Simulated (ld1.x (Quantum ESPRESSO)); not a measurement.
## Reading a pseudo-wave (sulfur)

Columns: radius, all-electron u(r) and pseudo u(r) of the 3p shell (level -7.61 eV) of sulfur in the configuration [Ne] 3s1 3p5; PW91, scalar-relativistic, TM scheme, ld1.x (Quantum ESPRESSO) 7.5.

```tsv
r (bohr)	all-electron	pseudo
0.072	0.1061	-0.0040
0.145	0.2480	-0.0161
0.217	0.3251	-0.0357
0.290	0.3328	-0.0630
0.362	0.2870	-0.0966
0.435	0.2056	-0.1368
0.507	0.1061	-0.1816
0.580	-0.0027	-0.2312
0.652	-0.1102	-0.2832
0.725	-0.2140	-0.3381
0.798	-0.3097	-0.3937
0.870	-0.3943	-0.4481
0.942	-0.4688	-0.5007
1.015	-0.5339	-0.5509
1.088	-0.5888	-0.5967
1.160	-0.6334	-0.6365
1.232	-0.6690	-0.6699
1.305	-0.6967	-0.6968
1.378	-0.7166	-0.7166
1.450	-0.7296	-0.7296
1.522	-0.7366	-0.7366
1.595	-0.7386	-0.7386
1.668	-0.7360	-0.7360
1.740	-0.7297	-0.7297
1.812	-0.7202	-0.7202
1.885	-0.7079	-0.7079
```

Task: How many radial nodes do the two functions have?

Result: The all-electron 3p function has n − l − 1 = 1; the pseudo-wave has 0, since the states of the same l below it are removed with the core.

Task: At about which radius was the pseudo-wave matched?

Result: 1.45 bohr. The columns agree to 0.0005 from 1.30 bohr on; several derivatives are matched, so the curves merge somewhat inside the radius.

Task: Where does each function peak?

Result: Outermost all-electron maximum near 1.59 bohr, pseudo maximum near 1.59 bohr (to the table’s step).

Task: Is the pseudo-wave norm-conserving?

Result: Yes: the TM scheme keeps the norm inside the radius equal to the all-electron one, which fixes the energy derivative of the logarithmic derivative at the level.
